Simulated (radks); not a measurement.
Task: These are the eigenvalues of the occupied orbitals of an atom or ion with whole-number occupations (eV). Method: scalar-relativistic Kohn-Sham, r2SCAN, spin-polarised, spherical densities, finite nucleus; meta-GGA in the generalised Kohn-Sham scheme; Fermi nuclear charge, rms radius of each element as measured or else 0.836 A^(1/3) + 0.57 fm; computed with a radial shooting solver on a logarithmic mesh with Libxc functionals.

orbital  eigenvalue
1s up     -50195.85
1s down   -50195.83
2s up     -8331.054
2s down   -8330.990
2p up     -7413.241
2p down   -7413.173
3s up     -1877.173
3s down   -1874.063
3p up     -1591.360
3p down   -1588.237
3d up     -1213.638
3d down   -1211.176
4s up     -405.7110
4s down   -398.3512
4p up     -310.7982
4p down   -303.4347
4d up     -178.9364
4d down   -171.5381
5s up      -74.1128
5s down    -70.3229
5p up      -49.7504
5p down    -46.7313
4f up      -35.7165
5d up      -20.1584
6p up      -13.1632

Which element is it, and in what charge state? The configuration may be excited. Open shells, if any, are filled with parallel spins first.

Result: Z = 64, gadolinium, charge +2: Gd2+ in [Xe] 4f6 5d1 6p1. The list shows which subshells hold electrons but not how many an open one holds; the 1s level, -1844.7 hartree, gives Z - s = 60.7 by -(Z - s)^2/2, which with screening and relativity narrows Z to a few neighbours, and the depths of the outer levels then fix element, charge and occupations together.
